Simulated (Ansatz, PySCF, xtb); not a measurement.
Complex: H2O (SMILES O) (first 3 atoms) with CH3F (SMILES CF); geometry from B3LYP-D3(BJ)/def2-TZVP, rigid monomers moved along the line of their centres of mass till H2···F5 is 3.60 Å.
(charge 0, multiplicity 1):
```xyz
8

O      0.000     0.483    -0.139
H      0.209    -0.135     0.573
H     -0.439    -0.041    -0.816
C     -0.202     0.347     4.718
F      0.256    -0.828     4.103
H     -0.508     1.041     3.937
H     -1.044     0.087     5.359
H      0.614     0.762     5.308
```

Monomers are frozen at their geometry in the pair; levels with a basis set take the counterpoise correction. Rows marked so take none.

Correlated levels freeze the cores. Rows in 6-31G* carry no dispersion term and start afresh at each structure (6-31G* with six Cartesian d functions).

Codes used: Ansatz (Gaussian basis) for Hartree–Fock, density functionals and correlated methods; PySCF for 6-31G* rows, the dispersion terms; xtb for the GFN methods. Each number belongs to the level named beside it.

```json
[
 {"level": "GFN1-xTB", "interaction energy (kcal/mol)": "-0.75"},
 {"level": "HF/6-31G* (no counterpoise)", "interaction energy (kcal/mol)": "-1.05"},
 {"level": "PBE/def2-TZVPPD", "interaction energy (kcal/mol)": "___"},
 {"level": "r2SCAN-D3(BJ)/def2-TZVPPD", "interaction energy (kcal/mol)": "-0.94"},
 {"level": "B3LYP-D3(BJ)/def2-TZVPPD", "interaction energy (kcal/mol)": "-0.94"},
 {"level": "PBE0-D3(BJ)/def2-TZVPPD", "interaction energy (kcal/mol)": "-1.01"},
 {"level": "M06-2X/6-31G* (no counterpoise)", "interaction energy (kcal/mol)": "-1.01"},
 {"level": "SCS-MP2/aug-cc-pVDZ", "interaction energy (kcal/mol)": "-0.92"},
 {"level": "CCSD/aug-cc-pVDZ", "interaction energy (kcal/mol)": "-0.95"}
]
```

Task: Fill in the missing entries.

Result: 
- PBE/def2-TZVPPD, interaction energy (kcal/mol): -0.86

Ansatz is a quantum-chemistry and plane-wave program.
